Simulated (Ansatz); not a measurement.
H8O3Si3, SMILES `O[Si](O)([SiH3])O[SiH3]`, relaxed with RKS PBE0-D4/def2-TZVP in the Gaussian-basis code of Ansatz from a GFN2-xTB geometry. The force threshold is 0.005 eV/Å; the program also tests the step.

Charge 0, multiplicity 1.

Start:

```xyz
14

O    -0.579    1.332   -1.857
Si    0.258    0.586   -0.672
O     1.568    1.499   -0.407
Si    1.011   -1.518   -1.121
O    -0.732    0.610    0.632
Si   -1.175    0.116    2.103
H    -1.483    1.095   -2.037
H     1.504    2.451   -0.374
H    -0.090   -2.493   -1.220
H     1.921   -2.050   -0.100
H     1.719   -1.604   -2.405
H    -1.671   -1.255    1.969
H    -0.024    0.174    3.004
H    -2.227    1.057    2.485
```

Question: How much energy does the relaxation release, and in how many steps? (Estimate.)

Answer: Ansatz gave: 0.15 eV, in 37 steps.

Question: Which bonds change most? (Estimate.)

Answer: The calculation gave: Si2–Si4 from 2.279 to 2.336 Å; O5–Si6 from 1.614 to 1.639 Å; Si6–H12 from 1.464 to 1.486 Å; Si6–H13 from 1.463 to 1.485 Å.

Question: Give the relaxed structure. (An estimate is asked.)

Answer: Computed: 
```xyz
14

O    -0.425    1.408   -1.916
Si    0.258    0.582   -0.675
O     1.642    1.354   -0.280
Si    0.839   -1.616   -1.212
O    -0.828    0.583    0.548
Si   -1.089    0.173    2.113
H    -1.380    1.371   -1.990
H     1.655    2.311   -0.355
H    -0.387   -2.375   -1.582
H     1.470   -2.290   -0.046
H     1.783   -1.650   -2.360
H    -0.557   -1.188    2.385
H    -0.427    1.148    3.016
H    -2.553    0.190    2.352
```
